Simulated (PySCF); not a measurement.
# C₆ coefficients of unlike pairs at UHF

Calculated with PySCF 2.14 from the dipole response of each species, C₆(A,B) = (3/π) ∫ α_A(iu) α_B(iu) du, in atomic units, from isotropic polarisabilities. For ions this is the dispersion term alone; charge-induced terms of lower order in 1/R come first.

```tsv
species	configuration	basis	relativity	α (bohr³)	C₆ (like pair)
Cd³⁺	[Kr] 4d9 (2D)	aug-cc-pwCVTZ-PP with ECP28MDF (8s8p7d4f3g)	core potential	3.434	14.93
In²⁺	[Kr] 4d10 5s1 (2S)	aug-cc-pwCVDZ-PP with ECP28MDF (6s5p4d1f)	core potential	17.14	75.12
Si³⁺	[Ne] 3s1 (2S)	aug-cc-pVTZ-DK (6s5p3d2f)	spin-free X2C	7.818	15.23
O⁺	[He] 2s2 2p3 (4S)	aug-cc-pwCVQZ (9s8p6d4f2g)	none	2.634	4.967
```

Estimate C₆ for In²⁺ with Cd³⁺.

The integral gives 28.63. The combination rule 2 C_A C_B / (C_A α_B/α_A + C_B α_A/α_B) gives 25.04 and the geometric mean 33.49.

No spin-orbit coupling is included.

The other pairs:

```json
{"pair": "O⁺, In²⁺", "C₆": "18.00"}
{"pair": "O⁺, Si³⁺", "C₆": "7.564"}
{"pair": "O⁺, Cd³⁺", "C₆": "8.394"}
{"pair": "Si³⁺, Cd³⁺", "C₆": "11.36"}
{"pair": "Si³⁺, In²⁺", "C₆": "33.16"}
```
